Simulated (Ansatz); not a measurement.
`[F][Ti]([F])([F])[Cl]`. The species carries charge 0 and has multiplicity 1. Correlated methods include outer-core shells of Ti, which these sets cover unevenly. Scalar relativity is left out up to krypton.

```xyz
5

F    -0.3446   -0.9816   -1.4272
Ti   -0.0631   -0.0536    0.0128
F    -1.5045    0.8253    0.4179
F     0.3372   -1.1279    1.3166
Cl    1.5750    1.3378   -0.3200
```

Task: Give the diagnostics of a CCSD(T)/def2-TZVPP run (frozen core, the Gaussian-basis code of Ansatz). (Best estimate.)

Result: Computed: T1 = 0.0237, largest single amplitude 0.058, largest double 0.028, (T) share of the correlation energy 4.4 %, 13 CCSD cycles. The RHF solution is stable towards an unrestricted one. T1 lies over the customary mark of 0.02 for closed shells; compounds of d metals often pass it without a breakdown.
